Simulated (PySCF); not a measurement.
Two species compared at the same levels of theory.

First species: C3H10OSSi.
Numbering: `[CH3:1][CH2:2][Si@@:3]([CH3:4])([OH:5])[SH:6]` (hydrogens: H7, H8, H9 on C1; H10, H11 on C2; H12, H13, H14 on C4; H15 on O5; H16 on S6)

Second species: C₃H₅FOS.
Z-matrix (Å and degrees, GFN2-xTB geometry), rows numbered from 1:
```
C 
O   1  1.4266
C   2  1.3360  1  115.08
F   3  1.3668  2  112.71  1    62.47
C   3  1.4748  2  120.70  1  -153.11
S   5  1.8124  3   66.19  2   111.62
H   1  1.0937  2  109.85  3    59.07
H   1  1.0920  2  110.78  3   -62.46
H   1  1.0861  2  105.72  3   178.12
H   5  1.0817  3  117.59  6   107.18
H   5  1.0810  3  117.32  6  -107.35
```

Levels: CAM-B3LYP/def2-SVPD for dipole moment, HOMO energy, LUMO energy, HOMO–LUMO gap, static isotropic polarisability and electronic spatial extent ⟨r²⟩ about the centre of nuclear charge; TDDFT CAM-B3LYP/def2-SVPD for lowest singlet excitation; TDA CAM-B3LYP/def2-SVPD for lowest triplet excitation (Tamm–Dancoff); GFN2-xTB for rotational constant A and rotational constant C. Geometries: GFN2-xTB. All species are isolated and taken at one optimised geometry, non-relativistic unless stated; the electronic structure was computed with PySCF and density fitting.

Dipoles, sizes and rotational constants follow the conformer. The torsions of the flexible species, by atom-mapped SMILES:
- `[CH3:1][CH2:2][Si@@:3]([CH3:4])([OH:5])[SH:6]`: C1–C2–Si3–C4 -60°, H–O5–Si3–C2 61°, H–S6–Si3–C2 180°
- `[CH3:1][O:2][C@@:3]1([F:4])[CH2:5][S:6]1`: C1–O2–C3–F4 62°

Q: Which of the two has the higher T1 energy, and by how much?

A: The first: 5.81 eV against 4.46 eV, a difference of 1.35 eV.

Q: Which of the two has the higher LUMO energy, and by how much?

A: The first: 0.79 eV against 0.69 eV, a difference of 0.10 eV.

Q: Which has the higher rotational constant C?

A: The second: 2.140 GHz against 1.338 GHz, a difference of 0.802 GHz.

Q: Which of the two has the higher ⟨r²⟩, and by how much?

A: The first: 1055 bohr² against 641 bohr², a difference of 414 bohr².

Q: Which has the higher HOMO–LUMO gap?

A: The first: 9.33 eV against 9.04 eV, a difference of 0.29 eV.

Q: Which of the two has the higher S1 energy, and by how much?

A: The first: 6.22 eV against 4.90 eV, a difference of 1.32 eV.

Q: Which of the two has the higher dipole moment, and by how much?

A: The first: 1.30 D against 1.15 D, a difference of 0.15 D.

Q: Which of the two has the higher rotational constant A, and by how much?

A: The second: 4.551 GHz against 2.811 GHz, a difference of 1.740 GHz.

On the first: The vertical singlet–triplet gap S1 − T1 is 0.41 eV (TDDFT singlet less Tamm–Dancoff triplet; S1: HOMO→LUMO, weight 0.41, beside HOMO→LUMO+1, weight 0.28; T1: HOMO→LUMO+1, weight 0.32, beside HOMO→LUMO, weight 0.28). The dipole equals about 4.3 × 10⁻³⁰ C·m (1 D = 3.33564 × 10⁻³⁰ C·m).

On the second: A dipole of 1.15 D is allowed in C1, and pure rotational transitions are dipole-allowed. The vertical singlet–triplet gap S1 − T1 is 0.44 eV (TDDFT singlet less Tamm–Dancoff triplet; S1: HOMO→LUMO, weight 0.89; T1: HOMO→LUMO, weight 0.86).
